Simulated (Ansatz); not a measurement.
Z-matrix (Å, degrees):
```
Si
C 1 1.880
H 1 1.482 2 110.8
H 1 1.490 2 110.2 3 -120.4
H 1 1.487 2 109.6 3 121.0
Si 2 1.882 1 112.7 3 -40.7
Si 2 1.875 1 112.8 3 84.3
H 2 1.099 1 108.0 3 -159.6
H 6 1.486 2 109.7 1 -85.4
H 6 1.491 2 109.9 1 156.0
H 6 1.482 2 110.8 1 36.1
Cl 7 2.100 2 99.7 1 -61.4
```

Charge 0, multiplicity 1. The bonds changed during the relaxation, so this is another structure than the one it started from.

Q: List the ωB97M-V/def2-TZVPP orbital energies in eV (Ansatz). (An estimate is asked.)

A: The calculation gave: Occupied: -2771.90, -1808.34, -1807.25, -1807.21, -281.32, -262.30, -199.74, -199.68, -199.64, -149.20, -148.32, -148.28, -103.40, -103.30, -103.18, -102.44, -102.43, -102.42, -102.39, -102.38, -102.38, -25.79, -22.86, -17.98, -17.47, -16.23, -14.01, -13.20, -12.78, -12.20, -12.05, -11.76, -11.73, -11.57, -11.24, -8.88. Lowest empty: -0.59, 1.50, 1.92, 2.15, 2.55, 2.88, 2.96, 3.23.
